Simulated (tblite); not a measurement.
C6H5F2N.
Z-matrix (Å and degrees, GFN2-xTB geometry), rows numbered from 1:
```
F 
C   1  1.3583
F   2  1.3584  1  105.65
C   2  1.5083  1  110.98  3  -120.34
C   4  1.3889  2  120.67  1    58.64
C   5  1.3860  4  117.93  2   179.96
C   6  1.3855  5  118.78  4     0.01
C   7  1.3878  6  118.42  5    -0.00
N   8  1.3206  7  123.25  6     0.00
H   2  1.0987  1  108.50  3   116.18
H   5  1.0786  4  120.24  2    -0.05
H   6  1.0799  5  120.45  4  -179.94
H   7  1.0784  6  121.08  5   179.99
H   8  1.0812  7  121.40  6   179.99
```

Method: GFN2-xTB as coded in tblite; computed harmonic values from a numerical Hessian at the method's own geometry, unscaled. The method is semi-empirical: single wavenumbers can be off by several per cent or more. One conformer, not necessarily the lowest.

Harmonic wavenumbers (cm⁻¹): 32.8, 115.9, 184.1, 280.7, 345.7, 372.4, 518.9, 522.9, 591.6, 640.7, 715.6, 775.2, 827.3, 894.9, 920.5, 936.7, 1007.0, 1009.5, 1062.9, 1090.1, 1120.9, 1163.1, 1201.6, 1237.3, 1249.9, 1280.5, 1295.9, 1410.5, 1444.9, 1572.8, 1581.4, 2924.4, 3070.9, 3083.9, 3103.7, 3106.2.

A = 3749, B = 1109, C = 1007 MHz; mass 129.039 u (most abundant isotopes); point group Cs, symmetry number 1.

**Question.** Zero-point energy?

**Answer.** Half the sum of the wavenumbers: 21347 cm⁻¹ = 61.03 kcal/mol.

**Question.** What is S at 400 K and 1 bar for an ideal gas of classical rigid rotors and harmonic oscillators?

**Answer.** Translation 41.96, rotation 29.61, vibration 26.22: S = 97.8 cal/(mol K).

**Question.** And Cp and H(400 K) − H(0)?

**Answer.** Cp = 37.88 cal/(mol K), of which vibrations give 29.93 (their classical limit is 36 R = 71.5); H(400 K) − H(0) = 8.76 kcal/mol without the zero-point energy, 5.58 from vibrations.

**Question.** How do the functions run with temperature in this model?

**Answer.** 
```
 T (K)  S (cal/(mol K))  Cp (cal/(mol K))  H − H(0) (kcal/mol)  G − H(0) (kcal/mol)  ln q(vib)
    50             57.6              11.0                 0.47                -2.41       0.53
   100             66.1              14.0                 1.10                -5.52       1.29
298.15             87.9              29.5                 5.32               -20.89       4.42
373.15             95.2              35.8                 7.77               -27.76       5.70
   500            107.0              44.7                12.91               -40.60       7.95
   750            127.6              56.3                25.68               -70.00      12.43
  1000            144.8              63.1                40.67              -104.10      16.70
```

q(vib) and H(0) count from the zero-point level.

**Question.** Blend soft modes into free rotors: weight 1/[1 + (100 cm⁻¹/ν̃)⁴] for the oscillator and the rest for a rotor with moment μB/(μ + B), μ = h/(8π²ν), B = 10⁻⁴⁴ kg m². What vibrational entropy results?

**Answer.** 23.98 cal/(mol K) in place of 26.22, which changes −T·S at 400 K by +0.90 kcal/mol.

**Question.** Which modes carry the vibrational entropy at 400 K?

**Answer.** 32.8 cm⁻¹: 6.24; 115.9 cm⁻¹: 3.74; 184.1 cm⁻¹: 2.84; 280.7 cm⁻¹: 2.05; 345.7 cm⁻¹: 1.68; 372.4 cm⁻¹: 1.55 cal/(mol K); the other 30 give 8.13 together.

Hindered rotation and anharmonicity are outside this model. Other conformers, if any are populated, would add a mixing term that is left out.
